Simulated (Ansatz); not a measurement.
Gas-phase electronic energies from Ansatz, PBE0-D4/def2-TZVP geometries. CBS: MP2 limit from def2 TZ/QZ plus the TZ coupled-cluster correction, frozen cores. This one scheme is used for every species. Functionals use def2-TZVPP. One conformer a species, not always the lowest.

Consider the formal exchange of groups at a C–N bond: `BC[N](B)[AlH2]` + `BF` → `BCBF` + `B[NH][AlH2]`.

```tsv
level	ΔE (kJ/mol)
revPBE-D4	-105.4
BLYP-D4	-104.2
HF/def2-SVP	-113.3
MP2/CBS(def2)	-112.3
```

(1) What does CCSD(T)/CBS give? (Estimate.)

Largest T1 diagnostic among the species: 0.013.

Answers

(1) Computed: -110.5 kJ/mol. The listed levels differ from it by 5.1, 6.3, -2.8, -1.8 kJ/mol.

At CCSD(T), def2-SVP lies +5.1 kJ/mol from the extrapolated value and def2-TZVPP +1.0 kJ/mol. Leaving LDA and LC-ωPBE aside and taking each functional with its dispersion term where it has one, the values, not all of them listed here, spread over 17.1 kJ/mol, from B97M-V to BLYP-D4. LDA lies +5.4 kJ/mol from PBE without D4. In def2-TZVPP, CCSD(T) changes the Hartree–Fock value by +5.8 kJ/mol (the triples alone add +1.6 kJ/mol) and MP2 by +4.1 kJ/mol.
